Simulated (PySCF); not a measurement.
From one molecule to another.

First species: C₅H₁₀NPSi.
InChI=1S/C5H10NPSi/c6-3-4-1-2-5(4)8-7/h4-5H,1-2,7-8H2/t4-,5+/m0/s1

Second species: C5H8NOP.
SMILES: `CC(=O)P(C)CC#N`

Levels: PBE0/def2-SVPD for dipole moment, HOMO energy, LUMO energy, HOMO–LUMO gap, static isotropic polarisability and electronic spatial extent ⟨r²⟩ about the centre of nuclear charge; TDDFT PBE0/def2-SVPD for lowest singlet excitation; TDA PBE0/def2-SVPD for lowest triplet excitation (Tamm–Dancoff); GFN2-xTB for rotational constant A and rotational constant C. Geometries: GFN2-xTB. All species are isolated and taken at one optimised geometry, non-relativistic unless stated; the electronic structure was computed with PySCF and density fitting.

Dipoles, sizes and rotational constants follow the conformer. The torsions of the flexible species, by atom-mapped SMILES:
- `[N:1]#[C:2][C@@H:3]1[CH2:4][CH2:5][C@H:6]1[SiH2:7][PH2:8]`: C5–C6–Si7–P8 -59°, H–P8–Si7–C6 -79°, H–P8–Si7–C6 -172°
- `[CH3:1][C:2](=[O:3])[P:4]([CH3:5])[CH2:6][C:7]#[N:8]`: C1–C2–P4–C5 153°, C2–P4–C6–C7 43°

```csv
property,column X,column Y
dipole moment,4.09 D,3.70 D
HOMO energy,-7.06 eV,-7.77 eV
LUMO energy,-1.31 eV,-0.14 eV
HOMO–LUMO gap,5.75 eV,7.63 eV
lowest singlet excitation,3.90 eV,6.47 eV
lowest triplet excitation (Tamm–Dancoff),3.21 eV,5.62 eV
static isotropic polarisability,90.5 au,112.7 au
electronic spatial extent ⟨r²⟩ about the centre of nuclear charge,1085 bohr²,1795 bohr²
rotational constant A,1.961 GHz,3.254 GHz
rotational constant C,1.283 GHz,0.633 GHz
```

Question: Which column belongs to which species?

Answer: Column X is the second species and column Y the first. The first has 18 atoms and 76 electrons, the second 16 and 68.

Question: How does each property change from the first species to the second?

Answer: dipole moment +0.39 D; HOMO energy +0.71 eV; LUMO energy -1.17 eV; HOMO–LUMO gap -1.88 eV; lowest singlet excitation -2.57 eV; lowest triplet excitation (Tamm–Dancoff) -2.41 eV; static isotropic polarisability -22.2 au; electronic spatial extent ⟨r²⟩ about the centre of nuclear charge -710 bohr²; rotational constant A -1.293 GHz; rotational constant C +0.650 GHz.

On the first: The polarisability is 16.70 Å³ as a volume (1 au = 0.148185 Å³), or 1.48 au for each of the 76 electrons.

On the second: The principal polarisabilities are 85.7, 89.8 and 96.2 au; their mean is the isotropic value. No computed singlet falls in the visible range (750 to 380 nm, 1.65 to 3.26 eV); S1 lies 0.64 eV above its blue end.
